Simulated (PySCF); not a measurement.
## Spinor energies of As³¹⁺ (arsenic, charge +31)

Start: 1s2. Calculated with PySCF 2.14 in an even-tempered Gaussian basis (17 s from 4.9 bohr⁻², ratio 2.6; 11 p from 6.4 bohr⁻², ratio 2.6; 6 d from 6.5 bohr⁻², ratio 2.8; 3 f from 290 bohr⁻², ratio 2.8): generalised Hartree-Fock with the X2C-1e Hamiltonian and a Gaussian nucleus; spin-orbit coupling (SO) screened by Boettger's factors.

```
spinor shell  electrons  ε, screened SO (eV)  weight of nominal j (screened SO)  rms radius, screened SO (bohr)
       1s1/2          2             -14462.5                              1.000                          0.0519
```

```csv
quantity,screened SO
E (hartree),-1084.04805
M_J,0
⟨J²⟩,0.000
⟨L²⟩,0.000
⟨S²⟩,0.000
```
